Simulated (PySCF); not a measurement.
## Which basis set comes closest?

Molecule: SMILES [BH3-][PH2+]c1ccccc1, C$_{6}$H$_{10}$BP.

Numbering as in the mapped SMILES `[BH3-:1][PH2+:2][c:3]1[cH:4][cH:5][cH:6][cH:7][cH:8]1` (H(Xn): hydrogen on atom n).

Geometry PBE0-D3(BJ)/def2-SVP throughout; GIAO in PySCF, gas phase, one conformer, non-relativistic; equivalent atoms averaged; functional PBE0.

Reference values (measured; O. Kühl, Phosphorus-31 NMR Spectroscopy, Springer 2008, chapter 6 (publisher's sample)): δ(P2) = -49.3 ppm vs 85 % H3PO4. Computed shifts are taken against H3PO4, calculated as an isolated molecule at each level.

How do the basis sets STO-3G, 6-31G, 6-31G*, 6-311+G(2d,p) perform against the reference? Times are CPU seconds on 1 thread of an AMD EPYC 9R45 96-Core, shared host.

## Answers


| basis set | functions | P2 | abs. error P | core-s |
| --- | --- | --- | --- | --- |
| STO-3G | 54 | -96.7 | 47.4 | 3.2 |
| 6-31G | 96 | -100.0 | 50.7 | 6.7 |
| 6-31G* | 136 | -31.6 | 17.7 | 9.2 |
| 6-311+G(2d,p) | 284 | -54.3 | 5.0 | 27 |

For 31P the closest is 6-311+G(2d,p) (5.0 ppm) and the furthest 6-31G (50.7 ppm). Where a smaller basis beats a larger one, errors probably cancel. One molecule is a small sample, and vibrational and solvent effects are absent from the calculation.

A small basis that lands close on one nucleus may do so by chance; judge by the trend and by all nuclei.
